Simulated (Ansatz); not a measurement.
Isolated molecules relaxed with PBE0-D4/def2-TZVP in Ansatz; ΔE leaves out vibrations. CCSD(T)/CBS is the MP2 limit (def2-TZVPP, def2-QZVPP) plus CCSD(T) − MP2 in def2-TZVPP, frozen cores. Functionals use def2-TZVPP. HSE06 is defined as in plane-wave codes. Elements past krypton have def2 core potentials. For I outer-core shells are correlated without core-valence functions, which leaves a few kJ/mol of doubt a bond. Each species was taken in one conformer, which may not be the lowest.

Consider the formal exchange of groups at the Si–S bond: `F[Si](F)(S)Cl` + `FCI` → `F[Si](F)(Cl)I` + `FCS`.

| level | ΔE (kJ/mol) | difference from CCSD(T)/CBS |
| --- | --- | --- |
| revPBE-D4 | -18.5 | 2.8 |
| PBE0-D4 | -23.0 | -1.7 |
| r2SCANh-D4 | -21.0 | 0.3 |
| BHLYP-D4 | -24.1 | -2.8 |
| PBE | -19.8 | 1.5 |
| revPBE | -18.7 | 2.6 |
| r2SCANh | -20.9 | 0.4 |
| HSE06 | -22.5 | -1.2 |
| BHLYP | -22.2 | -0.9 |
| CAM-B3LYP | -21.5 | -0.2 |
| MP2/def2-SVP | -24.7 | -3.4 |
| HF/def2-TZVPP | -24.7 | -3.4 |
| SCS-MP2/def2-TZVPP | -20.0 | 1.3 |
| CCSD(T)/def2-TZVPP | -17.8 | 3.5 |
| MP2/def2-QZVPP | -23.7 | -2.4 |
| MP2/CBS(def2) | -24.9 | -3.6 |
| CCSD(T)/CBS | -21.3 | 0 |

Largest T1 diagnostic among the species: 0.011.

From BLYP to BHLYP (50 % exact exchange), in def2-TZVPP and without D4, ΔE moves by −6.4 kJ/mol. In def2-TZVPP, CCSD(T) changes the Hartree–Fock value by +6.9 kJ/mol (the triples alone add +1.3 kJ/mol) and MP2 by +3.3 kJ/mol. Leaving LDA and LC-ωPBE aside and taking each functional with its dispersion term where it has one, the values, not all of them listed here, spread over 7.8 kJ/mol, from BHLYP-D4 to BLYP-D4.
